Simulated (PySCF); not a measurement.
**SnO and its ions**

RHF-CCSD; basis Sn def2-TZVPPD with ECP28, O def2-TZVPPD; scalar-relativistic core potentials; PySCF 2.14. Neutral (RHF): singlet (closed shell), Re = 1.818 Å, ωe = 879 cm⁻¹, De = 5.06 eV.

SnO⁺ (UHF): doublet (π ↑), Re = 1.966 Å, ωe = 660 cm⁻¹, De = 2.91 eV to Sn⁺ + O. The energies at the minima are -288.76258 hartree for SnO and -288.41773 for SnO⁺.

Task: Work out the adiabatic ionisation energy, without and with harmonic zero-point energies (1 hartree = 27.2114 eV, 1 eV = 8065.5 cm⁻¹), and the change of the bond length.

Result: At CCSD: 0.34485 hartree = 9.384 eV between the minima; the zero-point term (660.0 − 879.0)/2 cm⁻¹ = -0.014 eV makes it 9.370 eV. Re changes by +14.8 pm against the neutral. The electron leaves a π orbital, and the longer bond of the ion fits a bonding orbital, or a change in how ionic the bond is.

Correlated steps freeze 5 core orbitals. These are scalar-relativistic numbers at best; spin–orbit coupling would shift them, the dissociation energy most. For an ion De counts to the pair picked by the measured ionisation energies or electron affinities, which need not be the lowest pair at this level. Where the molecule has an RHF reference, its open-shell atoms are computed with UHF. The CCSD T1 diagnostic is raised in SnO, a sign that a single reference may not be enough there. States were picked by a PBE0 search and need not be the measured ground states.

Neutral and ion stand on different kinds of reference determinant, which adds to the error of the difference.
